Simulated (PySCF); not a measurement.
An equivalent PySCF input for Sc³⁺ (scandium, charge +3), [Ar], closed-shell 1S, with scalar relativity by spin-free X2C-1e:

```python
from pyscf import gto, scf, dft, mp, cc
import basis_set_exchange as bse
mol = gto.M(atom="Sc 0 0 0", charge=3, spin=0, symmetry="D2h",
            basis=gto.basis.parse(bse.get_basis("x2c-TZVPPall", elements=["Sc"], fmt="nwchem")),
            nucmod="G")
mf = dft.UKS(mol, xc="M062X").sfx2c1e()
mf.irrep_nelec = {'Ag': (3, 3), 'B1u': (2, 2), 'B2u': (2, 2), 'B3u': (2, 2)}
mf.kernel()
```

It reaches the same state as the run whose output follows, with an energy that differs only through the grid. The run itself started from symmetry-adapted Hartree-Fock orbitals and held the occupation by maximum overlap, on a logarithmic radial grid, so the iterations belong to that start.

```
SCF conv_tol = 1e-09
number electrons alpha = 9  beta = 9
XC functionals = M062X
    Y. Zhao and D. G. Truhlar.,  Theor. Chem. Acc. 120, 215 (2008)
    Y. Zhao and D. G. Truhlar.,  Theor. Chem. Acc. 120, 215 (2008)
cycle= 1 E= -762.563886942354  delta_E= -0.000748  |g|= 0.00508  |ddm|= 0.0545
cycle= 2 E= -762.56389262285  delta_E= -5.68e-06  |g|= 0.00105  |ddm|= 0.00537
cycle= 3 E= -762.563892898786  delta_E= -2.76e-07  |g|= 7.48e-05  |ddm|= 0.00113
cycle= 4 E= -762.563892900176  delta_E= -1.39e-09  |g|= 1.22e-06  |ddm|= 7.17e-05
cycle= 5 E= -762.563892900177  delta_E= -9.09e-13  |g|= 1.52e-08  |ddm|= 1.4e-06
converged SCF energy = -762.563892900177  <S^2> = -2.1316282e-14  2S+1 = 1
```
